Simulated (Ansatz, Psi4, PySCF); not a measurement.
H$_{3}$F$_{3}$GeOSi, singlet, at the geometry of the source list, atoms displaced at random by about 0.03 Å a coordinate. Base run: PBE0/STO-3G, gradient (PySCF).

Here is a job for PySCF.
```python
from pyscf import gto, scf, dft

mol = gto.Mole()
mol.atom = '''
    F     2.29586684   -0.40632883   -1.26439069
    Ge    1.51641095    0.18778059    0.10309253
    F     2.37584955   -0.28063375    1.46265939
    F     1.56521430    1.84710057   -0.00266379
    O    -0.01568877   -0.40119291    0.24563451
    Si   -1.68224696   -0.26564455   -0.11052927
    H    -1.75969459    0.43022477   -1.39258886
    H    -2.20973604    0.59144617    0.98768864
    H    -2.07337661   -1.60230233   -0.06444619
'''
mol.basis = 'sto-3g'
mol.verbose = 3
mol.build()

mf = dft.RKS(mol)
mf.xc = 'pbe0'
mf.kernel()
g = mf.nuc_grad_method()
grad = g.kernel()
```

Programs used: Ansatz (a program for electronic structure), Psi4, PySCF; a row that names a program was run with it.

The coordinate followed is z of atom 7.

The base run was repeated with changes; each row names its change, and settings that it needs were set with it.

| change | dE/dx (Eh/bohr) | net force (Eh/bohr) |
|---|---|---|
| base | -0.002645 | 0.000242 |
| grids.level = 0; grid_response = on | -0.003974 | 0.000000 |
| finite difference step (bohr) = 0.2; conv_tol = 1e-11 | -0.000509 | - |
| grids.level = 1; grid_response = off | -0.002653 | 0.000879 |
| grids.level = 1; grid_response = on | -0.002613 | 0.000000 |
| finite difference step (bohr) = 1e-3; conv_tol = 1e-11 | -0.002645 | - |
| grids.level = 0; grid_response = off | -0.001833 | 0.014402 |
| finite difference step (bohr) = 1e-4; conv_tol = 1e-11 | -0.002645 | - |
| code = psi4 | -0.002626 | 0.000637 |
| conv_tol = 1e-11 | -0.002645 | 0.000242 |
| finite difference step (bohr) = 0.05; conv_tol = 1e-11 | -0.002511 | - |
| code = ansatz | -0.002645 | 0.000000 |

The net force is zero for an exact gradient.
